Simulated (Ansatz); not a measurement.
`O=C1CCSCC1` at its PBE0-D4/def2-TZVP geometry, where that method's forces vanish. Total charge 0; spin multiplicity 1.

```csv
atom,x (Å),y (Å),z (Å)
O1,1.0006,1.8498,-1.1860
C2,0.7491,0.8526,-0.5560
C3,0.6232,0.8769,0.9493
C4,-0.6901,0.2774,1.4424
S5,-0.9137,-1.4321,0.9228
C6,-0.7649,-1.1518,-0.8498
C7,0.5519,-0.4836,-1.2329
H8,0.7239,1.9145,1.2753
H9,1.4538,0.2976,1.3675
H10,-1.5391,0.8743,1.0960
H11,-0.7203,0.2708,2.5335
H12,-1.6139,-0.5533,-1.1933
H13,-0.8460,-2.1328,-1.3214
H14,0.6067,-0.3219,-2.3117
H15,1.3786,-1.1384,-0.9358
```

Question: For each bond, give half the difference of the two atoms' forces along it (eV/Å; positive pushes the atoms apart) under PBE-D4, r2SCAN-D4, B3LYP-D4, ωB97M-V in def2-TZVPP. (An estimate is asked.)

Answer: Ansatz gave: 
```
  bond  length (Å)  PBE-D4  r2SCAN-D4  B3LYP-D4  ωB97M-V
 O1–C2       1.206    0.99       0.38      0.21     0.09
 C2–C3       1.511   -0.18      -0.04      0.04     0.07
 C2–C7       1.511   -0.18      -0.04      0.04     0.07
 C3–C4       1.526    0.01       0.12      0.16     0.13
 C3–H9       1.096    0.10      -0.04     -0.10    -0.10
 C4–S5       1.801    0.17       0.13      0.25     0.09
C4–H10       1.094    0.11      -0.04     -0.12    -0.11
C4–H11       1.091    0.09      -0.07     -0.15    -0.10
 S5–C6       1.801    0.17       0.13      0.25     0.09
 C6–C7       1.526    0.01       0.12      0.16     0.13
C6–H12       1.094    0.11      -0.04     -0.12    -0.11
C6–H13       1.091    0.09      -0.07     -0.15    -0.10
C7–H14       1.092    0.10      -0.05     -0.13    -0.12
C7–H15       1.096    0.10      -0.04     -0.10    -0.10
```

B3LYP here is the variant with VWN-RPA as its local correlation; programs differ in this.
